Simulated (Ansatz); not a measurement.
Method: PBE0-D3(BJ)/def2-SVP in Ansatz (a quantum-chemistry and plane-wave program). No frequencies were computed at this level.

Ansatz 0.2 input:
```yaml
crystal:
  periodic: [false, false, false]
  atoms:
    - { symbol: C, position_ang: [-1.016111, -1.707947, -0.163316] }
    - { symbol: Al, position_ang: [-0.000286, 0.000915, 0.002437] }
    - { symbol: C, position_ang: [1.990336, -0.007495, -0.127697] }
    - { symbol: C, position_ang: [-0.977515, 1.715866, 0.292189] }
    - { symbol: H, position_ang: [-2.097858, -1.554371, -0.08521] }
    - { symbol: H, position_ang: [-0.745261, -2.435487, 0.609182] }
    - { symbol: H, position_ang: [-0.838002, -2.208645, -1.120899] }
    - { symbol: H, position_ang: [2.471568, 0.451262, 0.742322] }
    - { symbol: H, position_ang: [2.3923, -1.022558, -0.212193] }
    - { symbol: H, position_ang: [2.355963, 0.547264, -0.998419] }
    - { symbol: H, position_ang: [-0.300939, 2.576579, 0.32592] }
    - { symbol: H, position_ang: [-1.707104, 1.919939, -0.498656] }
    - { symbol: H, position_ang: [-1.54263, 1.724471, 1.229962] }
basis:
  gaussian: { orbitals: def2-svp }
hamiltonian:
  xc: pbe0
  dispersion: d3bj
relax:
  max_steps: 150
```

Output:

```
Functional definition: PBE0
1147 factors; integrals over basis functions are off by at most 4.2e-4 eV
mean field evaluation 1: about -9831.1205 eV, gradient 7.1e1 eV
mean field evaluation 2: about -9828.6178 eV, gradient 7.4e1 eV
mean field evaluation 4: about -9843.6386 eV, gradient 4.8e-1 eV
mean field evaluation 8: about -9843.6504 eV, gradient 8.3e-3 eV
mean field -9843.65040405 eV, -361.7474800829 hartree, gradient 3.4e-5 eV, S^2 0.000000; 0 other end points of the search recorded, 0 dependent functions left out
reference -9843.65043441 eV, -361.7474811988 hartree; 20, 20 occupied and 85, 85 virtual orbitals, 1147 factors
relax step   1: F+E_penalty+E_count = -9843.83514021 eV  Δ(F+E_penalty+E_count) = +0.000e0 eV  max|allowed force component| = 5.769e-1 eV/Å  Δτ_max = 0.0000 Å  (22 SCF iters, accepted)
these checks for a lower state are left out or cut short: starts, cluster_reference, orbital_swaps, neighbouring_geometries, increment
1147 factors; integrals over basis functions are off by at most 4.1e-4 eV
mean field evaluation 16: about -9843.6762 eV, gradient 1.0e-2 eV
mean field -9843.68683938 eV, -361.7488190566 hartree, gradient 3.7e-5 eV, S^2 0.000000; 0 other end points of the search recorded, 0 dependent functions left out
reference -9843.68686948 eV, -361.7488201628 hartree; 20, 20 occupied and 85, 85 virtual orbitals, 1147 factors
relax step   2: F+E_penalty+E_count = -9843.87362327 eV  Δ(F+E_penalty+E_count) = -3.848e-2 eV  max|allowed force component| = 2.200e-1 eV/Å  Δτ_max = 0.0420 Å  (23 SCF iters, accepted)
these checks for a lower state are left out or cut short: starts, cluster_reference, orbital_swaps, neighbouring_geometries, increment
1147 factors; integrals over basis functions are off by at most 4.0e-4 eV
mean field -9843.68975830 eV, -361.7489263249 hartree, gradient 3.6e-5 eV, S^2 0.000000; 0 other end points of the search recorded, 0 dependent functions left out
reference -9843.68978829 eV, -361.7489274270 hartree; 20, 20 occupied and 85, 85 virtual orbitals, 1147 factors
relax step   3: F+E_penalty+E_count = -9843.87708149 eV  Δ(F+E_penalty+E_count) = -3.458e-3 eV  max|allowed force component| = 5.532e-2 eV/Å  Δτ_max = 0.0129 Å  (24 SCF iters, accepted)
these checks for a lower state are left out or cut short: starts, cluster_reference, orbital_swaps, neighbouring_geometries, increment
1147 factors; integrals over basis functions are off by at most 4.0e-4 eV
mean field -9843.68991152 eV, -361.7489319556 hartree, gradient 9.3e-6 eV, S^2 0.000000; 0 other end points of the search recorded, 0 dependent functions left out
reference -9843.68994150 eV, -361.7489330574 hartree; 20, 20 occupied and 85, 85 virtual orbitals, 1147 factors
relax step   4: F+E_penalty+E_count = -9843.87743665 eV  Δ(F+E_penalty+E_count) = -3.552e-4 eV  max|allowed force component| = 4.014e-3 eV/Å  Δτ_max = 0.0058 Å  (21 SCF iters, accepted)
1147 factors; integrals over basis functions are off by at most 4.0e-4 eV
mean field evaluation 32: about -9843.6899 eV, gradient 9.3e-6 eV
mean field -9843.68991152 eV, -361.7489319556 hartree, gradient 9.3e-6 eV, S^2 0.000000; 1 other end points of the search recorded, 0 dependent functions left out
reference -9843.68994150 eV, -361.7489330574 hartree; 20, 20 occupied and 85, 85 virtual orbitals, 1147 factors
Total energy: -9843.87746663 eV, -361.7558244788 hartree
Atom 0 at    -1.015532    -1.672379    -0.158708 Å, force    -0.003769     0.001524     0.000577 eV/Å
Atom 1 at    -0.001113     0.000231     0.001249 Å, force     0.000243    -0.000184    -0.000047 eV/Å
Atom 2 at     1.957352    -0.024831    -0.125068 Å, force     0.000620    -0.004014    -0.000862 eV/Å
Atom 3 at    -0.945323     1.697415     0.284335 Å, force     0.002997     0.002406    -0.000075 eV/Å
Atom 4 at    -2.106212    -1.538868    -0.082730 Å, force     0.000572    -0.000098     0.000075 eV/Å
Atom 5 at    -0.712754    -2.392748     0.621771 Å, force     0.001016    -0.001404     0.001474 eV/Å
Atom 6 at    -0.806648    -2.169670    -1.122420 Å, force     0.001093    -0.000988    -0.001907 eV/Å
Atom 7 at     2.420052     0.454627     0.755297 Å, force     0.000712     0.001380     0.002095 eV/Å
Atom 8 at     2.382692    -1.036597    -0.217937 Å, force    -0.000006     0.000429    -0.000130 eV/Å
Atom 9 at     2.298980     0.558955    -0.998478 Å, force     0.000380     0.001854    -0.001324 eV/Å
Atom 10 at    -0.279923     2.574201     0.325227 Å, force    -0.000009    -0.000759    -0.000150 eV/Å
Atom 11 at    -1.686804     1.876624    -0.514047 Å, force    -0.002046     0.000189    -0.001556 eV/Å
Atom 12 at    -1.520304     1.672832     1.227130 Å, force    -0.001804    -0.000335     0.001832 eV/Å
Dipole moment:    -0.000029    -0.000001    -0.000184 e Å
```

Cost: roughly 24 core-seconds.
